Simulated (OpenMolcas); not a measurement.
Pt2+ (d8) among equal point charges was computed by CASSCF with the d shell active (OpenMolcas, ANO-RCC-VTZP on the metal). Its lowest spin-free states, and all those of the highest spin:

| 2S+1 | Degeneracy | E (cm-1) |
| --- | --- | --- |
| 3 | 1 | 0.0 |
| 1 | 2 | 14535 |
| 3 | 3 | 14752 |
| 3 | 3 | 22439 |
| 1 | 1 | 25086 |
| 1 | 3 | 27667 |
| 1 | 3 | 31532 |
| 3 | 3 | 34744 |
| 1 | 2 | 43495 |
| 1 | 3 | 43705 |
| 1 | 1 | 63891 |

**Question.** Is the site octahedral, tetrahedral or cube-like, axial, or of lower symmetry?

**Answer.** The states with 2S+1 = 3 have orbital degeneracies 1, 3, 3, 3. Threefold states need a cubic site. For d8 at this spin an octahedron puts the single A2 below the threefold T2 and a tetrahedron or cube puts the threefold T1 below the threefold T2, so the site is octahedral. The first gap at this spin, 14800 cm-1, is |10Dq| in ligand-field theory. The run had Pt2+ among 6 point charges of -1.7 e arranged as an octahedron (Oh), 1.88 Å from the ion. The active orbitals were held to one l.

Without dynamic correlation the repulsion within the d shell is too large (B by tens of per cent), so at a given field states of lower spin stand too high. Real 4d8 and 5d8 ions are as a rule square planar and diamagnetic. This is an electrostatic model: the charges have no orbitals. No measured value stands beside these numbers.
